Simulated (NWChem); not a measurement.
# AlSiH$_{4}$O$_{2}$Cl; SMILES [OH][Al]([OH])[SiH2]Cl

```xyz
9

Si    -0.9871     0.9181    -0.0146
Cl     0.6243     2.2608    -0.0043
Al    -0.0077    -1.3135     0.0004
O     -1.0759    -2.6319     0.0097
O      1.6674    -1.6051     0.0017
H     -1.8108     1.2183    -1.2254
H     -1.8320     1.2247     1.1798
H     -0.8234    -3.5570     0.0167
H      2.3596    -0.9419    -0.0020
```
Atoms are numbered in this order, from 1.

Level: PBE0/def2-SVP (NWChem), optimised geometry, unscaled harmonic frequencies. 

| frequency (cm⁻¹) | IR intensity (km/mol) |
|---|---|
| 23 | 1.1 |
| 61 | 5.1 |
| 167 | 1.1 |
| 197 | 14.0 |
| 211 | 37.5 |
| 351 | 174.6 |
| 373 | 101.8 |
| 385 | 28.7 |
| 435 | 2.5 |
| 531 | 75.4 |
| 541 | 151.5 |
| 569 | 221.6 |
| 687 | 7.0 |
| 787 | 248.8 |
| 829 | 55.9 |
| 931 | 50.4 |
| 950 | 121.5 |
| 2222 | 80.3 |
| 2228 | 88.9 |
| 3975 | 118.5 |
| 3982 | 98.1 |

```json
{
  "zero_point_energy": "29.2 kcal/mol",
  "thermal correction to the enthalpy at 298.15 K (with zero-point energy)": "35.1 kcal/mol",
  "heat capacity Cv": "27.9 cal/(mol K)",
  "entropy at 298.15 K and 1 atm (symmetry number 1)": "93.2 cal/(mol K)",
  "dipole_moment": "1.27 D"
}
```

Rigid rotor and harmonic oscillator; modes under 100 cm⁻¹ make the entropy uncertain.
